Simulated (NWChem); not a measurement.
Molecule: GaO, doublet; SMILES [O]=[Ga]

```xyz
2

Ga     0.0000     0.0000    -0.3680
O      0.0000     0.0000     1.3389
```
Atoms are numbered in this order, from 1.

Results from NWChem. Spin-unrestricted. The geometry was optimised at PBE0/def2-SVP, spin-unrestricted. No stability test was run on the SCF state. Vzz is the largest principal value of the second derivative of the potential at the nucleus (NWChem prints the opposite sign); η is the asymmetry. Non-relativistic.

Task: Estimate the computed values for CAM-B3LYP/def2-SVP. Quantities: Vzz Ga1 (a.u.); η Ga1; Vzz O2 (a.u.); η O2.

Result: 
```yaml
Vzz Ga1 (a.u.): -1.079
"η Ga1": 0.00
Vzz O2 (a.u.): 1.924
"η O2": 0.00
```
